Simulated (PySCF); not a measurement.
C₃H₈N, SMILES C[C](C)N, multiplicity 2. The structure is a stationary point at ωB97X-D3(BJ)/def2-SVP. The isomer is the one that the SMILES or the coordinates give; other isomers of the formula were not compared. Other conformers were not sampled.

All values below come from ωB97X-D3(BJ)/def2-SVP run with PySCF 2.14.0.

Harmonic wavenumbers (cm⁻¹): 132, 139, 178, 254, 373, 410, 577, 815, 962, 979, 1025, 1063, 1076, 1359, 1374, 1426, 1436, 1452, 1462, 1476, 1492, 1626, 2958, 2967, 3083, 3083, 3151, 3154, 3570, 3682. Rotational constants (GHz): 8.871, 7.956, 4.479; symmetry number 1.

### Question
Work out the zero-point energy and the ideal-gas rigid-rotor harmonic-oscillator thermochemistry at 298.15 K and 1 atm.

### Answer
ZPE = ½ Σ hcν = ½ × 46732 cm⁻¹ = 279.52 kJ/mol. H − E(el) = 298.70 kJ/mol. Entropy in J/(mol K): translation 159.41, rotation 102.23, vibration 54.60, spin 5.76, total 322.00. G − E(el) = 202.69 kJ/mol. Cp = 94.94 J/(mol K). Modes under 150 cm⁻¹ make the vibrational entropy uncertain.
